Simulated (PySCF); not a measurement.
A run for PySCF: R-HF/3-21G on CH5NO (a complex).

```python
from pyscf import gto, scf, dft, mp
from pyscf.data.elements import chemcore

mol = gto.M(
    atom='''
    H    -0.31464169   -0.21504588    0.47386967
    H     0.00558872   -0.00639791   -0.16753557
    N     0.97302799    0.69628619    3.30529353
    C    -0.10162329   -0.01667039    3.72155516
    O    -0.89303854   -0.56937865    2.99126184
    H     1.15304325    0.79253010    2.31898976
    H     1.59399156    1.13314147    3.96287162
    H    -0.18779639   -0.04553007    4.82310382
    ''',
    basis='3-21g',
    charge=0, spin=0, verbose=3, max_memory=1800)
mf = scf.RHF(mol)
mf.conv_tol = 1e-8
mf.max_cycle = 100
mf.kernel()
if not mf.converged:
    mf = mf.newton().run(mf.mo_coeff, mf.mo_occ)
```

Output:

```
converged SCF energy = -169.110316721577
```

The calculation finished and met its thresholds.

Cost: about 0.18 core-seconds (a rough figure).
